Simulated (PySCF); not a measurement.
# Two-component Hartree-Fock for I¹⁶⁺ (iodine, charge +16)

Start: [Kr] 4d1; 4d3/2 filled at m_j = +3/2. Calculated with PySCF 2.14 in an uncontracted even-tempered set (18 s from 0.84 bohr⁻², ratio 2.8; 14 p from 1.1 bohr⁻², ratio 2.8; 9 d from 1.1 bohr⁻², ratio 2.8; 4 f from 3.8 bohr⁻², ratio 3): generalised Hartree-Fock with the X2C-1e Hamiltonian and a Gaussian nucleus; spin-orbit coupling (SO) screened by Boettger's factors.

| spinor shell | electrons | ε, screened SO (eV) | weight of nominal j (screened SO) | rms radius, screened SO (bohr) |
| --- | --- | --- | --- | --- |
| 1s1/2 | 2 | -33727.5 | 1.000 | 0.0311 |
| 2s1/2 | 2 | -5644.9 | 1.000 | 0.127 |
| 2p1/2 | 2 | -5309.9 | 1.000 | 0.109 |
| 2p3/2 | 4 | -5007.5 | 1.000 | 0.115 |
| 3s1/2 | 2 | -1481.8 | 1.000 | 0.333 |
| 3p1/2 | 2 | -1342.5 | 1.000 | 0.325 |
| 3p3/2 | 4 | -1283.0 | 1.000 | 0.336 |
| 3d3/2 | 4 | -1040.6 | 1.000 | 0.308 |
| 3d5/2 | 6 | -1027.3 | 1.000 | 0.311 |
| 4s1/2 | 2 | -546.31 | 1.000 | 0.736 |
| 4p1/2 | 2 | -490.97 | 0.997 | 0.753 |
| 4p3/2 | 4 | -474.39 | 0.998 | 0.774 |
| 4d3/2 | 1 | -394.14 | 1.000 | 0.810 |

```json
{"quantity": "E (hartree)", "screened SO": "-7018.22046"}
{"quantity": "M_J", "screened SO": "3/2"}
{"quantity": "⟨J²⟩", "screened SO": "3.753"}
{"quantity": "⟨L²⟩", "screened SO": "6.024"}
{"quantity": "⟨S²⟩", "screened SO": "0.770"}
```

Each row is a mean over spinors that exchange with the open shell spreads, by up to 7.836 eV (4p1/2).

Breit and QED terms are absent; they matter most for the inner s and p1/2 levels.

Densities and radii are taken from the X2C orbitals without a picture-change correction, which distorts them close to the nucleus.
